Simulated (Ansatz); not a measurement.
Coupled-cluster run, CH$_{6}$ClFO$_{2}$Si$_{2}$, SMILES `O[Si@H](F)C[Si@@H](O)Cl`.

```yaml
crystal:
  periodic: [false, false, false]
  atoms:
    - {symbol: O, position_ang: [-1.340638, 1.295480, 0.601159]}
    - {symbol: Si, position_ang: [0.050858, 1.471655, -0.262443]}
    - {symbol: F, position_ang: [-0.203400, 2.514067, -1.444338]}
    - {symbol: C, position_ang: [0.426728, -0.202590, -0.928720]}
    - {symbol: Si, position_ang: [0.493227, -1.580218, 0.331973]}
    - {symbol: O, position_ang: [-0.575869, -1.326141, 1.535538]}
    - {symbol: Cl, position_ang: [0.072583, -3.350824, -0.626751]}
    - {symbol: H, position_ang: [-1.723107, 2.063543, 1.028699]}
    - {symbol: H, position_ang: [1.119353, 2.065094, 0.572870]}
    - {symbol: H, position_ang: [-0.362496, -0.449725, -1.649109]}
    - {symbol: H, position_ang: [1.369886, -0.181309, -1.484403]}
    - {symbol: H, position_ang: [1.842216, -1.744544, 0.911039]}
    - {symbol: H, position_ang: [-1.169322, -0.574477, 1.414486]}
basis:
  gaussian: {orbitals: def2-TZVPP}
correlation: {method: ccsd_t}
```

```sh
$ ansatz run in.yaml --threads 2 --pin off --events-out ev --progress --plain --max-ram 32768MiB --backend cuda --devices 0, --max-vram 18GiB
```

Output of Ansatz, abridged:

```
Functional definition: HF
1995 factors; integrals over basis functions are off by at most 1.0e-3 eV
mean field evaluation 1: about -36139.0794 eV, gradient 5.6e1 eV
mean field evaluation 2: about -36139.4489 eV, gradient 5.7e1 eV
mean field evaluation 4: about -36145.4328 eV, gradient 4.3e0 eV
mean field evaluation 8: about -36145.5201 eV, gradient 3.0e-1 eV
mean field -36145.52042730 eV, -1328.3233753895 hartree, gradient 6.0e-6 eV, S^2 0.000000; 0 other end points of the search recorded, 0 dependent functions left out
19 core orbitals not correlated: weight in the atoms' cores, before any rotation towards them, 1.000 or more for the frozen orbitals, at most 0.000 for the correlated occupied ones
reference -36145.52042730 eV, -1328.3233753895 hartree; 22, 22 occupied and 293, 293 virtual orbitals, 1995 factors
second order -36.17034810 eV of doubles, -0.00000000 eV of singles
cycle   1  -36.54453490 eV  change   -3.7e-1 eV  update   1.2e-1
cycle   2  -37.30155465 eV  change   -7.6e-1 eV  update   3.3e-2
cycle   3  -37.47200368 eV  change   -1.7e-1 eV  update   1.7e-2
cycle   4  -37.45300439 eV  change    1.9e-2 eV  update   3.5e-3
cycle   5  -37.45071538 eV  change    2.3e-3 eV  update   1.5e-3
cycle   6  -37.45157879 eV  change   -8.6e-4 eV  update   4.4e-4
cycle   7  -37.45133846 eV  change    2.4e-4 eV  update   1.7e-4
cycle   8  -37.45124747 eV  change    9.1e-5 eV  update   5.0e-5
cycle   9  -37.45126513 eV  change   -1.8e-5 eV  update   1.8e-5
perturbative correction -1.36497499 eV, -0.0501619056 hartree
Total energy: -36184.33666742 eV, -1329.7498459034 hartree
```

Hardware: 2 threads of an AMD EPYC 7R13 on a shared host and a share of an NVIDIA H100 80 GB. Wall time 15 s, peak host memory 0.85 GiB.

Correlation energy per correlated electron: -0.882 eV. T1 diagnostic: 0.0112.
